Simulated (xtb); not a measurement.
xtb input (GFN1-xTB):

```bash
xtb mol.xyz --gfn 1 --sp --chrg 0 --uhf 0
```
mol.xyz:
```
3

Pb    -0.00299730    -0.01351569     1.01492279
I      1.12026332    -1.87604752    -0.80694989
I     -1.11562599     1.89695858    -0.76330802
```

Output:

```
           -------------------------------------------------
          |                Calculation Setup                |
           -------------------------------------------------

           -------------------------------------------------
          |                 G F N 1 - x T B                 |
           -------------------------------------------------

        Reference                      10.1021/acs.jctc.7b00118
      * Hamiltonian:
        H0-scaling (s, p, d)           1.850000    2.250000    2.000000
        zeta-weighting                 0.000000
      * Dispersion:
        s8                             2.400000
        a1                             0.630000
        a2                             5.000000
        s9                             0.000000
      * Repulsion:
        kExp                           1.500000
        rExp                           1.000000
      * Coulomb:
        alpha                          2.000000
        third order                    atomic
        anisotropic                    false
      * Halogen bond correction:
        rad-scale                      1.300000
        damping                        0.440000

          ...................................................
          :                      SETUP                      :
          :.................................................:
          :  # basis functions                  24          :
          :  # atomic orbitals                  22          :
          :  # shells                            8          :
          :  # electrons                        18          :
          :  # halogen bonds                     0          :
          :  max. iterations                   250          :
          :  Hamiltonian                  GFN1-xTB          :
          :  restarted?                      false          :
          :  GBSA solvation                  false          :
          :  PC potential                    false          :
          :  electronic temp.          300.0000000     K    :
          :  accuracy                    1.0000000          :
          :  -> integral cutoff          0.2500000E+02      :
          :  -> integral neglect         0.1000000E-07      :
          :  -> SCF convergence          0.1000000E-05 Eh   :
          :  -> wf. convergence          0.2000000E-04 e    :
          :  Broyden damping             0.4000000          :
          :  net charge                          0          :
          :  unpaired electrons                  0          :
          ...................................................

 iter      E             dE          RMSdq      gap      omega  full diag
   1     -9.2758303 -0.927583E+01  0.112E+01    1.11       0.0  T
   2     -9.3629769 -0.871465E-01  0.114E+01    5.25       1.0  T
   3     -9.5307867 -0.167810E+00  0.694E+00    4.18       1.0  T
   4     -9.2784343  0.252352E+00  0.255E+01    0.50       1.0  T
   5     -9.5821280 -0.303694E+00  0.374E+00    3.62       1.0  T
   6     -9.6245229 -0.423949E-01  0.361E-01    2.86       1.0  T
   7     -9.6221210  0.240195E-02  0.961E-01    2.99       1.0  T
   8     -9.6247508 -0.262985E-02  0.161E-01    2.82       1.0  T
   9     -9.6247375  0.132715E-04  0.169E-01    2.82       1.0  T
  10     -9.6248132 -0.756599E-04  0.454E-02    2.80       1.3  T
  11     -9.6248185 -0.533198E-05  0.126E-02    2.79       4.6  T
  12     -9.6248190 -0.450060E-06  0.333E-05    2.79    1733.2  T
  13     -9.6248190 -0.164135E-11  0.153E-05    2.79    3781.3  T

   *** convergence criteria satisfied after 13 iterations ***

         #    Occupation            Energy/Eh            Energy/eV
      -------------------------------------------------------------
         1        2.0000           -0.8097445             -22.0343
       ...           ...                  ...                  ...
         3        2.0000           -0.6614488             -17.9989
         4        2.0000           -0.3969240             -10.8009
         5        2.0000           -0.3791176             -10.3163
         6        2.0000           -0.3685233             -10.0280
         7        2.0000           -0.3544982              -9.6464
         8        2.0000           -0.3508894              -9.5482
         9        2.0000           -0.3473315              -9.4514 (HOMO)
        10                         -0.2447492              -6.6600 (LUMO)
        11                         -0.1413982              -3.8476
        12                         -0.1169407              -3.1821
        13                         -0.0140535              -0.3824
        14                         -0.0129408              -0.3521
       ...                                ...                  ...
        22                          0.2301823               6.2636
      -------------------------------------------------------------
                  HL-Gap            0.1025823 Eh            2.7914 eV
             Fermi-level           -0.2960403 Eh           -8.0557 eV

 SCC (total)                   0 d,  0 h,  0 min,  0.009 sec
 SCC setup                      ...        0 min,  0.000 sec (  1.993%)
 Dispersion                     ...        0 min,  0.000 sec (  0.892%)
 classical contributions        ...        0 min,  0.000 sec (  0.451%)
 integral evaluation            ...        0 min,  0.002 sec ( 24.506%)
 iterations                     ...        0 min,  0.004 sec ( 39.489%)
 molecular gradient             ...        0 min,  0.003 sec ( 29.136%)
 printout                       ...        0 min,  0.000 sec (  3.156%)

         :::::::::::::::::::::::::::::::::::::::::::::::::::::
         ::                     SUMMARY                     ::
         :::::::::::::::::::::::::::::::::::::::::::::::::::::
         :: total energy              -9.616838022826 Eh    ::
         :: gradient norm              0.003167377954 Eh/a0 ::
         :: HOMO-LUMO gap              2.791405110952 eV    ::
         ::.................................................::
         :: SCC energy                -9.624818970724 Eh    ::
         :: -> electrostatic           0.026581368736 Eh    ::
         :: repulsion energy           0.009401802334 Eh    ::
         :: dispersion energy         -0.001420854436 Eh    ::
         :: halogen bond corr.         0.000000000000 Eh    ::
         :: add. restraining           0.000000000000 Eh    ::
         :: total charge               0.000000000000 e     ::
         :::::::::::::::::::::::::::::::::::::::::::::::::::::

           -------------------------------------------------
          |                Property Printout                |
           -------------------------------------------------

    * Orbital Energies and Occupations

         #    Occupation            Energy/Eh            Energy/eV
      -------------------------------------------------------------
         1        2.0000           -0.8097445             -22.0343
         2        2.0000           -0.8091396             -22.0178
         3        2.0000           -0.6614488             -17.9989
         4        2.0000           -0.3969240             -10.8009
         5        2.0000           -0.3791176             -10.3163
         6        2.0000           -0.3685233             -10.0280
         7        2.0000           -0.3544982              -9.6464
         8        2.0000           -0.3508894              -9.5482
         9        2.0000           -0.3473315              -9.4514 (HOMO)
        10                         -0.2447492              -6.6600 (LUMO)
        11                         -0.1413982              -3.8476
        12                         -0.1169407              -3.1821
        13                         -0.0140535              -0.3824
Note: The following floating-point exceptions are signalling: IEEE_DENORMAL
normal termination of xtb
        14                         -0.0129408              -0.3521
        15                         -0.0095419              -0.2596
        16                         -0.0079462              -0.2162
        17                         -0.0043910              -0.1195
        18                          0.0040648               0.1106
        19                          0.0050417               0.1372
        20                          0.0362680               0.9869
       ...                                ...                  ...
        22                          0.2301823               6.2636
      -------------------------------------------------------------
                  HL-Gap            0.1025823 Eh            2.7914 eV
             Fermi-level           -0.2960403 Eh           -8.0557 eV

  Mulliken/CM5 charges         n(s)   n(p)   n(d)
     1Pb    0.44806  0.43740   1.976  1.576  0.000
     2I    -0.22403 -0.21870   1.996  5.237 -0.009
     3I    -0.22403 -0.21870   1.996  5.237 -0.009

Wiberg/Mayer (AO) data.
largest (>0.10) Wiberg bond orders for each atom

 ---------------------------------------------------------------------------
     #   Z sym  total        # sym  WBO       # sym  WBO       # sym  WBO
 ---------------------------------------------------------------------------
     1  82 Pb   2.208 --     2 I    1.104     3 I    1.104
     2  53 I    1.168 --     1 Pb   1.104
     3  53 I    1.168 --     1 Pb   1.104
 ---------------------------------------------------------------------------

Topologies differ in total number of bonds
Writing topology from bond orders to xtbtopo.mol

 dipole moment from electron density (au)
     X       Y       Z
  -0.0054  -0.0245   1.8387  total (Debye):    4.674

           -------------------------------------------------
          | TOTAL ENERGY               -9.616838022826 Eh   |
          | GRADIENT NORM               0.003167377954 Eh/α |
          | HOMO-LUMO GAP               2.791405110952 eV   |
           -------------------------------------------------

------------------------------------------------------------------------
------------------------------------------------------------------------
 total:
 SCF:
```
